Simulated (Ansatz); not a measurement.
Two isomers of C2H6ClGeN: A = `N=[CH][GeH2][CH2]Cl`, B = `C=[CH][GeH]([NH2])[Cl]`.

Isolated molecules relaxed with PBE0-D4/def2-TZVP in Ansatz; ΔE leaves out vibrations. CBS: MP2 limit from def2 TZ/QZ plus the TZ coupled-cluster correction, frozen cores. Functionals use def2-TZVPP. B3LYP here is the variant with VWN-RPA as its local correlation; programs differ in this. For Ge outer-core shells are correlated without core-valence functions, which leaves a few kJ/mol of doubt a bond. Scalar relativity is left out up to krypton. One conformer a species, not always the lowest.

(1) Which is lower in electronic energy at CCSD(T)/CBS, and by how much? (Estimate.)

(2) Give E(B) − E(A) in kcal/mol with PBE0-D4, B2PLYP, CCSD/def2-TZVPP, B3LYP-D4, B3LYP, ωB97M-V, CCSD(T)/def2-TZVPP. (Estimate.)

Largest T1 diagnostic: 0.012.

## Answers

(1) The calculation gave: B, by 50.4 kcal/mol.

(2) The calculation gave: PBE0-D4 -49.1, B2PLYP -50.2, CCSD/def2-TZVPP -50.4, B3LYP-D4 -49.3, B3LYP -48.8, ωB97M-V -50.0, CCSD(T)/def2-TZVPP -49.7. None reverses the order clearly.

In def2-TZVPP, CCSD(T) changes the Hartree–Fock value by +4.3 kcal/mol (the triples alone add +0.7 kcal/mol) and MP2 by +1.8 kcal/mol. From PBE to PBE0 (25 % exact exchange), in def2-TZVPP and without D4, E(B) − E(A) moves by −2.8 kcal/mol.
